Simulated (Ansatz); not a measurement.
`BN([SiH3])[SiH2]Cl` + H₂S → `S[SiH2]Cl` + `BN[SiH3]`  (ligand exchange at the Si–N bond)

Isolated molecules relaxed with PBE0-D4/def2-TZVP in Ansatz; ΔE leaves out vibrations. CCSD(T)/CBS adds triple-zeta CCSD(T) − MP2 to the extrapolated MP2 energy (def2 sets, frozen cores). This one scheme is used for every species. DFT in def2-TZVPP. HSE06 is defined as in plane-wave codes. Each species was taken in one conformer, which may not be the lowest.

| level | ΔE (eV) |
| --- | --- |
| BLYP-D4 | -0.09 |
| HSE06-D4 | -0.16 |
| LC-ωPBE | -0.15 |
| MP2/def2-SVP | -0.03 |

(1) What does CCSD(T)/CBS give? (Estimate.)

(2) What do rigid-rotor, harmonic-oscillator terms from PBE0-D4/def2-TZVP frequencies (298.15 K, 1 bar) make of the CCSD(T)/CBS value? (Best estimate.)

Largest T1 diagnostic among the species: 0.012.

Answers

(1) Computed: -0.06 eV. The listed levels differ from it by -0.03, -0.10, -0.09, 0.03 eV.

(2) Ansatz gave: ΔZPE = +0.10 eV, ΔH = +0.02 eV, ΔS = 13 J/(mol·K), ΔG = -0.02 eV. Modes under 50 cm⁻¹ make the entropy rough.

In def2-TZVPP, CCSD(T) changes the Hartree–Fock value by +0.05 eV (the triples alone add +0.00 eV) and MP2 by +0.04 eV. From BLYP to BHLYP (50 % exact exchange), in def2-TZVPP and without D4, ΔE moves by +0.10 eV.
